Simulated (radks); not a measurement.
Results of a calculation; reference values are marked as such.
Mean orbital radii <r> (bohr) of the arsenic ion As24+, [He] 2s2 2p5, at several levels of relativity; Dirac values are averaged over j with weights 2j + 1. Spin-unpolarised spherical Kohn-Sham, PBE, point nucleus unless stated (finite: rms radius 4.0968 fm), a radial shooting solver on a logarithmic mesh with Libxc functionals. A level marked "c x" has the speed of light scaled by that factor and shares open shells by 2j + 1; other Dirac levels either fill j = l - 1/2 first or share by 2j + 1.

shell  non-rel.  Dirac, 2j+1 shares, finite nucleus  Dirac, c x 0.85  Dirac, c x 3  change of magnitude, last against first (%)
1s      0.04632                             0.04543          0.04508       0.04622                                        -0.21
2s       0.2005                              0.1965           0.1949        0.2000                                        -0.22
2p       0.1723                              0.1706           0.1699        0.1721                                        -0.11
